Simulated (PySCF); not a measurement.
## A small calculation by hand: chemical shift, span and skew from a shielding tensor

Si(H)(F)(OH)(NH2) (FH₄NOSi), SMILES N[SiH](O)F. Atoms are numbered in the order given.

```xyz
8

Si    -0.0326    -0.1816    -0.2878
N      1.4958    -0.5129     0.3725
O     -0.1287     1.4543    -0.5168
F     -1.2918    -0.5564     0.6841
H     -0.2287    -1.0022    -1.5036
H      1.9465    -1.4151     0.2840
H      1.9311     0.0835     1.0664
H     -1.0079     1.8399    -0.4473
```

Geometry: ωB97X-D3(BJ)/def2-SVP. Other conformers were not sampled.

GIAO shieldings from PySCF with PBE0/pcSseg-1, non-relativistic, no solvent. The symmetric part of the tensor of F4 has the principal values 248.8, 279.3, 373.6 ppm. The same nucleus in CFCl3 has σ = 167.2 ppm at this level (PySCF, at its B3LYP-D3(BJ)/def2-TZVP geometry).

Task: Work out the isotropic shielding, the ¹⁹F shift against CFCl3, the span and the skew.

Result: 
σ(iso) = (σ11 + σ22 + σ33)/3 = 300.6 ppm. δ = σ(ref) − σ(iso) = 167.2 − (300.6) = -133.4 ppm.
Span Ω = σ33 − σ11 = 124.8 ppm. Skew κ = 3(σ(iso) − σ22)/Ω = 0.51. Tumbling in solution averages the tensor to δ; in a static solid the shielding alone would spread this spin-1/2 line over Ω.
